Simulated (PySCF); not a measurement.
C3H6AuN, SMILES C[N+]#[C-]->[Au][CH3], multiplicity 1.

Geometry: PBE0-D3(BJ)/def2-SVP. The multiplicity is an assumed one; no other spin state was optimised. The isomer is the one that the SMILES or the coordinates give; other isomers of the formula were not compared. The def2 effective core potentials stand for the cores of Au; spin–orbit coupling is left out.

The numbers are results of PBE0-D3(BJ)/def2-SVP run with PySCF 2.14.0, not measurements.

Frequencies are harmonic and unscaled.

A small imaginary wavenumber (i) marks a very flat motion, where grid noise or a shallow saddle decides the sign.

Modes within 1.5 cm⁻¹ of each other (mostly degenerate sets) share a row, with their intensities summed.

```csv
mode,ν (cm⁻¹),IR (km/mol),moving atoms (share of kinetic energy)
1,15i,0.0,H 100 %
2–3,64,1.1,"C 67 %, H 26 %"
4–5,192,4.5,"N 43 %, C 30 %, H 20 %"
6,308,4.7,"C 50 %, N 26 %, Au 16 %"
7–8,414,15.0,"C 66 %, N 24 %, H 9 %"
9,564,13.6,"C 74 %, H 20 %"
10–11,743,47.2,"H 79 %, C 20 %"
12,1054,0.3,"C 72 %, N 16 %, H 12 %"
13–14,1128,0.6,"H 73 %, C 20 %"
15,1215,0.5,"H 81 %, C 19 %"
16–18,1431,22.8,H 95 %
19–20,1456,29.0,H 97 %
21,2350,523.7,"N 52 %, C 47 %"
22,3035,27.6,H 97 %
23,3068,13.2,H 97 %
24–25,3134,21.7,"H 91 %, C 9 %"
26–27,3175,0.2,"H 90 %, C 10 %"
```
